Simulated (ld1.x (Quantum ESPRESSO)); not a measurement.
# What one change does to a pseudopotential (Cu (Z = 29), RRKJ)

```json
{
  "Element": "copper",
  "Generator": "ld1.x (Quantum ESPRESSO) 7.5",
  "Type": "norm-conserving RRKJ (Kleinman–Bylander form)",
  "Functional": "revPBE",
  "Relativity": "scalar-relativistic",
  "Frozen core": "[Ar]",
  "Valence charge": "11",
  "Reference configuration": "3d9 4s0 4p0 (charge +2)",
  "Partial waves": "4p (bound, empty): rc 2.60 bohr; 3d (bound): rc 0.70 bohr; 4s (bound, empty): rc 1.95 bohr",
  "Local potential": "the s channel",
  "Core correction": "none"
}
```

All-electron outer shells of the reference configuration (revPBE, scalar-relativistic, ld1.x):

```
shell  level (eV)  outermost node (bohr)  outermost maximum (bohr)
   3p      -97.54                   0.26                      0.62
   3d      -29.50                      –                      0.60
   4s      -22.19                   0.88                      1.95
   4p      -15.30                   0.95                      2.39
```

Change: reference 3d10 4s1 4p0.

Cutoffs: the cutoffs (Ry, on a coarse ladder) from which the occupation-weighted sum of valence levels, in a spherical-Bessel basis at the reference potential, stays within 10 and 1 mRy of its value at 400 Ry; they do not see the model core or the augmentation charge, which bear on the density cutoff. Errors are all-electron minus pseudo energies relative to the spin-unpolarised reference configuration.

What does the change do?

The range in which the s phases agree widens (upper end 1.0 → 2.4); the range in which the p phases agree widens (upper end 2.7 → 4.0); neither file shows a bound ghost.

| quantity | base | changed |
| --- | --- | --- |
| cutoff, loose | over 300 Ry | over 300 Ry |
| cutoff, tight | over 300 Ry | over 300 Ry |
| bound ghosts | none | none |
| largest error over its own tests, meV | -2452 | -1164 |
| s: phases at 2.86 bohr within 0.05 rad from the reference energy up to (Ry; the scan ends near 5) | 1.0 | 2.4 |
| p: phases at 2.86 bohr within 0.05 rad from the reference energy up to (Ry; the scan ends near 5) | 2.7 | 4.0 |
| d: phases at 2.86 bohr within 0.05 rad from the reference energy up to (Ry; the scan ends near 5) | -0.7 | 0.7 |
